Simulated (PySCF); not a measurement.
Species: C₆H₉F.
InChI=1S/C6H9F/c1-2-5-3-6(7)4-5/h3,6H,2,4H2,1H3/t6-/m1/s1

Level of theory: TDDFT CAM-B3LYP/def2-SVPD, vertical, gas phase, core orbitals frozen in the response (PySCF 2.14.0, density-fitted response routines). Isolated species at its GFN2-xTB geometry (one conformer only). Torsions of this conformer, `[CH3:1][CH2:2][C:3]1=[CH:4][C@@H:5]([F:6])[CH2:7]1`: C1–C2–C3–C4 -119°.

Computed states:

```
state  E (eV)       f
   S1    6.96   0.300
   S2    7.29  0.0064
   S3    7.38  0.0026
   S4    7.81   0.019
   S5    7.84   0.032
   S6    8.05   0.024
   S7    8.25  0.0039
   S8    8.38   0.033
```

Broadening: Gaussians 0.5 eV wide at half height, area fixed by f = 4.319×10⁻⁹ ∫ε dν̃. The width is an assumption, not a result. The curve ends short of the highest state used, and states not computed would add to its high-energy end.

(1) What does the envelope look like, and where are its maxima?

(2) Coming from long wavelengths, where does ε first pass 100 L mol⁻¹ cm⁻¹?

(3) On this curve, what absorbance would a 10⁻⁵ mol/L sample give at 193 nm over a 1 cm path?

Answers

(1) 
λ (nm), ε (L mol⁻¹ cm⁻¹) and a bar:
```
    159.5       3330 ######
    160.4       3021 ######
    161.3       2685 #####
    162.3       2325 ####
    163.2       2057 ####
    164.1       1881 ###
    165.1       1840 ###
    166.0       1978 ####
    166.9       2315 ####
    167.9       2955 #####
    168.8       3788 #######
    169.7       4869 #########
    170.7       6340 ############
    171.6       7860 ##############
    172.6       9683 ##################
    173.5      11345 #####################
    174.4      12916 ########################
    175.4      14423 ##########################
    176.3      15458 ############################
    177.2      16108 ##############################
    178.2      16328 ##############################
    179.1      16067 ##############################
    180.0      15403 ############################
    181.0      14265 ##########################
    181.9      12970 ########################
    182.9      11345 #####################
    183.8       9814 ##################
    184.7       8299 ###############
    185.7       6714 ############
    186.6       5426 ##########
    187.5       4295 ########
    188.5       3236 ######
    189.4       2458 ####
    190.3       1832 ###
    191.3       1294 ##
    192.2        928 ##
    193.1        655 #
    194.1        436 #
    195.0        297 
    196.0        191 
    196.9        126 
    197.8         82 
    198.8         50 
    199.7         32
```

Maxima: 178 nm (6.96 eV), ε about 16000, made up of S1 (99%) (ε in L mol⁻¹ cm⁻¹; maxima over ε = 5, shares over 10%). At its high-energy end, 7.78 eV, the curve is still rising (ε about 3400, from S4, S5 and S6).

(2) At about 197 nm (6.28 eV), 0.68 eV below S1.

(3) 193 nm is 6.424 eV, where ε is about 680 L mol⁻¹ cm⁻¹, so A = ε c l ≈ 0.0068 (Beer–Lambert, with the gas-phase spectrum and the assumed width).
